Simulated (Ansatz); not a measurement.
Two isomers of C2H7AlN2Si: A = `[SiH3]N/C=[C]1\[NH][AlH]1`, B = `[CH3][Al]1[SiH2]N[C]1=N`.

Computed with Ansatz on PBE0-D4/def2-TZVP structures; ΔE is electronic, products minus reactants. CBS: MP2 limit from def2 TZ/QZ plus the TZ coupled-cluster correction, frozen cores. DFT in def2-TZVPP. B3LYP here is the variant with VWN-RPA as its local correlation; programs differ in this. Each species was taken in one conformer, which may not be the lowest.

A:

Z-matrix (Å, degrees):
```
Si
N 1 1.717
H 1 1.489 2 109.8
H 1 1.486 2 106.9 3 -119.8
H 1 1.493 2 114.3 3 119.9
C 2 1.405 1 124.9 3 -51.2
H 2 1.007 1 119.4 3 138.9
C 6 1.331 2 124.8 1 -152.6
H 6 1.085 2 115.5 1 29.0
N 8 1.453 6 130.2 2 1.5
Al 8 1.859 6 167.6 2 -174.3
H 10 1.008 8 123.0 6 12.1
H 11 1.568 8 166.6 6 -6.0
```

B:

```xyz
13

C     0.829   -2.459   -0.014
Al    0.407   -0.562   -0.054
Si    1.058    1.735   -0.482
N    -0.630    1.795    0.023
C    -1.217    0.563    0.322
N    -2.433    0.497    0.695
H     0.172   -3.010    0.664
H     0.705   -2.891   -1.013
H     1.864   -2.639    0.287
H     1.937    2.530    0.424
H     1.250    2.302   -1.848
H    -1.238    2.602    0.125
H    -2.704   -0.464    0.872
```

(1) Which is lower in electronic energy at CCSD(T)/CBS, and by how much? (An estimate is asked.)

(2) Give E(B) − E(A) in kcal/mol with CCSD(T)/def2-TZVPP, PBE0-D4, B3LYP, r2SCAN-D4, B3LYP-D4, PBE-D4, CCSD/def2-TZVPP. (Best estimate.)

Largest T1 diagnostic: 0.015.

Answers

(1) Ansatz gave: B, by 30.5 kcal/mol.

(2) Ansatz gave: CCSD(T)/def2-TZVPP -31.5, PBE0-D4 -34.3, B3LYP -30.5, r2SCAN-D4 -31.8, B3LYP-D4 -30.4, PBE-D4 -34.3, CCSD/def2-TZVPP -31.2. None reverses the order clearly.
